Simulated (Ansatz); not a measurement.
Basis-set extrapolation for `O[SiH2]N1C=C1S` (PBE0-D4/def2-TZVP geometry, frozen core, Ansatz 0.2.0). Multiplicity 1, RHF reference.

```csv
,def2-TZVPP,def2-QZVPP
HF,-894.454358,-894.484714
MP2 correlation,-1.054107,-1.133208
CCSD(T) correlation,-1.141827,not run
```

Energies in hartree. Use E(X) = E(∞) + A·exp(−7.88·√X) for Hartree–Fock and E(X) = E(∞) + B·X^(−2.97) for correlation, with X = 3 and 4, and add CCSD(T) minus MP2 of the smaller set to the MP2 limit.

Question: What is the CCSD(T) energy at the basis-set limit?

Answer: HF limit: -894.484714 + (-0.030356) × 0.13774 = -894.48890. MP2 limit: -1.133208 + (-0.079101) × 0.74074 = -1.19180. Higher-order term: -1.141827 − (-1.054107) = -0.08772. Total: -895.76842 hartree, 108.1 kcal/mol below CCSD(T)/def2-TZVPP.
